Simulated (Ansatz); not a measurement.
Geometry optimisation, RKS r2SCAN-D4/def2-SVP in Ansatz.

Input:

```yaml
crystal:
  periodic: [false, false, false]
  atoms:
    - { symbol: Si, position_ang: [-0.4778, 0.6158, -0.6773] }
    - { symbol: "N", position_ang: [1.0232, 0.4322, 0.181] }
    - { symbol: As, position_ang: [0.8309, -1.0119, 1.4042] }
    - { symbol: H, position_ang: [-0.8042, -0.5564, -1.4217] }
    - { symbol: H, position_ang: [-0.3828, 1.7547, -1.6708] }
    - { symbol: H, position_ang: [-1.5922, 1.0133, 0.2652] }
    - { symbol: H, position_ang: [1.7603, 0.1481, -0.5268] }
    - { symbol: H, position_ang: [-0.455, -0.4869, 2.0015] }
    - { symbol: H, position_ang: [0.186, -1.9551, 0.4277] }
basis:
  gaussian: { orbitals: def2-SVP }
hamiltonian:
  xc: r2scan
  dispersion: d4
relax:
  f_tol: 0.02
  max_steps: 50
output:
  orbitals: {}
```

Launched with:

```bash
$ ansatz run input.yaml --threads 2 --pin off --max-ram 3072MiB --backend cpu --events-out ev --progress --plain --runs-dir out
```

Problem. Where does it end, and by what steps?

Solution. The run converged. After 8 steps the energy has fallen by 0.392 eV; H7 moved furthest, 0.43 Å.

| step | energy less start (eV) | largest force component (eV/Å) | accepted |
| --- | --- | --- | --- |
| 0 | 0.0000 | 2.183 | yes |
| 1 | -0.2435 | 0.827 | yes |
| 2 | -0.3160 | 0.501 | yes |
| 3 | -0.3754 | 0.541 | yes |
| 4 | -0.3708 | 0.363 | no |
| 5 | -0.3485 | 1.788 | no |
| 6 | -0.3890 | 0.050 | yes |
| 7 | -0.3922 | 0.021 | yes |
| 8 | -0.3924 | 0.012 | yes |

```xyz
9
Properties=species:S:1:pos:R:3
Si -0.547 0.658 -0.830
N 0.878 0.211 0.055
As 0.987 -1.078 1.382
H -1.091 -0.452 -1.680
H -0.204 1.812 -1.716
H -1.629 1.048 0.124
H 1.791 0.501 -0.282
H -0.209 -0.588 2.202
H 0.113 -2.158 0.727
```

Whether the end is a true minimum wasn't checked by a vibrational analysis.

Time of the run: 53 s on 2 threads of Arm Neoverse N1 (shared host), peak memory 0.17 GiB.
